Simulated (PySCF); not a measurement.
The vertical singlet excitations below were computed for one of the candidates. The calculation used PySCF, TDDFT CAM-B3LYP/def2-SVPD, vertical, gas phase, core orbitals frozen in the response. Geometries: GFN2-xTB, one conformer each.

```json
{"state": "S1", "E (eV)": "6.23", "f": "0.074", "main configurations (H = HOMO, L = LUMO)": "H→L (68%), H-1→L (20%)"}
{"state": "S2", "E (eV)": "6.49", "f": "0.031", "main configurations (H = HOMO, L = LUMO)": "H→L+1 (68%), H-1→L (12%)"}
{"state": "S3", "E (eV)": "6.71", "f": "0.051", "main configurations (H = HOMO, L = LUMO)": "H-1→L (46%), H→L+1 (15%), H→L (13%)"}
{"state": "S4", "E (eV)": "6.90", "f": "0.087", "main configurations (H = HOMO, L = LUMO)": "H-1→L+1 (80%)"}
{"state": "S5", "E (eV)": "7.02", "f": "0.0065", "main configurations (H = HOMO, L = LUMO)": "H-3→L (78%)"}
{"state": "S6", "E (eV)": "7.16", "f": "0.020", "main configurations (H = HOMO, L = LUMO)": "H→L+2 (59%)"}
{"state": "S7", "E (eV)": "7.30", "f": "0.098", "main configurations (H = HOMO, L = LUMO)": "H-2→L (47%), H-2→L+1 (27%)"}
{"state": "S8", "E (eV)": "7.31", "f": "0.048", "main configurations (H = HOMO, L = LUMO)": "H-2→L+1 (57%), H-2→L (24%)"}
```

**Question.** Which structure fits? All have the formula CH11ClSi4.
A. `[SiH3][SiH2][C@@H]([SiH3])[SiH2]Cl`
B. `C[Si@]([SiH3])(Cl)[SiH2][SiH3]`
C. `C[Si@@H]([SiH3])[SiH2][SiH2]Cl`

**Answer.** C. Its S1 lies at 6.23 eV; the nearest of the others has S1 at 5.95 eV. S1 is HOMO→LUMO (68%), HOMO-1→LUMO (20%). Löwdin shares by element: HOMO silicon 70% (atoms not listed hold the other 30%); LUMO silicon 58% or more, chlorine 10% (atoms not listed hold the other 32%). At the same level the other candidates give, for their lowest levels:
- `C[Si@]([SiH3])(Cl)[SiH2][SiH3]`: 5.95 eV (f 0.299); 6.23 eV (f 0.123); 6.45 eV (f 0.001); 6.79 eV (f 0.033); 7.09 eV (f 0.043); T1 5.11 eV; HOMO -9.03, LUMO -0.13 eV
- `[SiH3][SiH2][C@@H]([SiH3])[SiH2]Cl`: 7.32 eV (f 0.022); 7.44 eV (f 0.025); 7.47 eV (f 0.004); 7.59 eV (f 0.018); 7.62 eV (f 0.008); T1 6.47 eV; HOMO -9.87, LUMO 0.59 eV

Conformer computed: `[CH3:1][Si@@H:2]([SiH3:3])[SiH2:4][SiH2:5][Cl:6]`: C1–Si2–Si4–Si5 -68°, Si2–Si4–Si5–Cl6 21°.
Triplets come from the Tamm–Dancoff approximation.

Without π bonds the low states are Rydberg-like; a valence basis with one diffuse set may place them up to an eV too high.
